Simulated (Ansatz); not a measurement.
Geometry optimisation, RKS PBE-D4/def2-SVP (Ansatz 0.2.0).

input.yaml

```yaml
crystal:
  periodic: [false, false, false]
  atoms:
    - { symbol: F, position_ang: [-0.85506, -1.71314, 0.36986] }
    - { symbol: B, position_ang: [0.11155, -0.90111, 0.01318] }
    - { symbol: F, position_ang: [1.13419, -1.48255, -0.56776] }
    - { symbol: C, position_ang: [0.0182, 0.6694, 0.20302] }
    - { symbol: Cl, position_ang: [-0.7707, 1.26683, -1.30729] }
    - { symbol: H, position_ang: [0.98018, 1.17327, 0.26351] }
    - { symbol: H, position_ang: [-0.61837, 0.9873, 1.02547] }
basis:
  gaussian: { orbitals: def2-SVP }
hamiltonian:
  xc: pbe
  dispersion: d4
relax:
  f_tol: 0.015
  max_steps: 40
```

Command:

```bash
$ ansatz run input.yaml --threads 1 --pin off --max-ram 2048MiB --backend cpu --events-out ev --progress --plain --runs-dir out
```

Q: Where does it end, and by what steps?

A: The run converged. After 6 steps the energy has fallen by 0.046 eV; Cl5 moved furthest, 0.05 Å.

| step | energy less start (eV) | largest force component (eV/Å) | accepted |
| --- | --- | --- | --- |
| 0 | 0.0000 | 0.902 | yes |
| 1 | -0.0328 | 0.387 | yes |
| 2 | -0.0427 | 0.229 | yes |
| 3 | -0.0439 | 0.215 | yes |
| 4 | -0.0456 | 0.066 | yes |
| 5 | -0.0458 | 0.021 | yes |
| 6 | -0.0458 | 0.004 | yes |

```xyz
7
Properties=species:S:1:pos:R:3
F -0.886 -1.695 0.381
B 0.104 -0.893 -0.001
F 1.155 -1.457 -0.587
C 0.021 0.668 0.208
Cl -0.776 1.227 -1.331
H 1.004 1.170 0.278
H -0.623 0.980 1.051
```

Whether the end is a true minimum wasn't checked by a vibrational analysis.

Run time: 20 s on 1 thread of Arm Neoverse V1 (shared host), peak memory 0.14 GiB.
